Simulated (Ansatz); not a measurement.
One change: `C#CCOC` becomes `CO[CH2][SbH2]`.

Ansatz, PBE0-D4/def2-TZVP geometries, multiplicity 1. Each molecule was computed in one conformer, which needn't be the lowest.

Elements past krypton have def2 core potentials.

```csv
property,`C#CCOC`
HOMO energy (B3LYP/def2-TZVPP) / eV,-7.34
HOMO energy (PBE/def2-TZVPP) / eV,-6.07
HOMO energy (ωB97M-V/def2-TZVPP) / eV,-9.89
LUMO energy (B3LYP/def2-TZVPP) / eV,0.26
size of the dipole moment (ωB97M-V/def2-TZVPP) / D,1.51
LUMO energy (PBE/def2-TZVPP) / eV,-0.52
```

Task: What does the change do to each property? (Best estimate.)

Result: Ansatz gave: 
```json
{"property": "HOMO energy (B3LYP/def2-TZVPP) / eV", "`CO[CH2][SbH2]`": "-6.91", "shift": "0.43"}
{"property": "HOMO energy (PBE/def2-TZVPP) / eV", "`CO[CH2][SbH2]`": "-6.01", "shift": "0.06"}
{"property": "HOMO energy (ωB97M-V/def2-TZVPP) / eV", "`CO[CH2][SbH2]`": "-9.18", "shift": "0.71"}
{"property": "LUMO energy (B3LYP/def2-TZVPP) / eV", "`CO[CH2][SbH2]`": "-0.50", "shift": "-0.76"}
{"property": "size of the dipole moment (ωB97M-V/def2-TZVPP) / D", "`CO[CH2][SbH2]`": "1.41", "shift": "-0.10"}
{"property": "LUMO energy (PBE/def2-TZVPP) / eV", "`CO[CH2][SbH2]`": "-1.02", "shift": "-0.50"}
```

With PBE0 the HOMO rises by 0.48 eV and the LUMO falls by 0.77 eV, so the gap narrows by about 1.25 eV. PBE moves the HOMO by 0.06 eV and ωB97M-V by 0.71 eV. Dipoles are sizes alone; their direction can turn.

B3LYP here is the variant with VWN-RPA as its local correlation; programs differ in this.

Spin–orbit coupling is left out; it splits and shifts lone-pair levels of the heavy atoms by tenths of an eV.
